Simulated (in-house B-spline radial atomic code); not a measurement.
# The lanthanum ion La²⁺: [Ar] (3d3/2)3 (3d5/2)6 4s2 4p6 4d10 5s2 5p6 5d2 (with a hole in an inner shell)

Method: Dirac-Kohn-Sham relativistic LDA, spherical fractional occupations, Fermi nucleus of rms radius 4.855 fm. Calculated with an all-electron radial atomic-structure program (B-spline basis).

Effective charges: Z_r = [3n² - l(l+1)]/(2<r>) from the radius, Z_e = n√(-2ε) from the energy, and Slater's rules. Values are occupation-weighted means over j. An effective charge above Z reflects the relativistic contraction of the inner shells.

| shell | electrons | ε (eV) | <r> (bohr) | Z_r | Z_e | Slater |
| --- | --- | --- | --- | --- | --- | --- |
| 1s | 2 | -38552 | 0.02517 | 59.60 | 53.23 | 56.70 |
| 2s | 2 | -6206 | 0.1073 | 55.92 | 42.71 | 52.85 |
| 2p | 6 | -5592.6 | 0.09415 | 53.11 | 40.55 | 52.85 |
| 3s | 2 | -1367.4 | 0.2842 | 47.51 | 30.08 | 45.75 |
| 3p | 6 | -1169.3 | 0.2813 | 44.44 | 27.81 | 45.75 |
| 3d | 9 | -878.04 | 0.2578 | 40.73 | 24.10 | 36.20 |
| 4s | 2 | -294.78 | 0.6454 | 37.19 | 18.62 | 30.10 |
| 4p | 6 | -228.75 | 0.68 | 33.83 | 16.40 | 30.10 |
| 4d | 10 | -131.35 | 0.7423 | 28.29 | 12.43 | 18.85 |
| 5s | 2 | -56.151 | 1.499 | 25.01 | 10.16 | 12.25 |
| 5p | 6 | -38.661 | 1.709 | 21.35 | 8.43 | 12.25 |
| 5d | 2 | -16.638 | 2.398 | 14.38 | 5.53 | 3.65 |

The least bound orbital is 5d5/2 at -16.52 eV, and it is also the most diffuse (<r> = 2.412 bohr). The part-filled 3d shell lies below the filled 5p shell in orbital energy.

For the 1s electron the small component carries 4.41 % of the norm, the zero-frequency Breit interaction raises the level by 102.8 eV, self-energy by 59.7 eV, and vacuum polarisation lowers it by 8.754 eV.
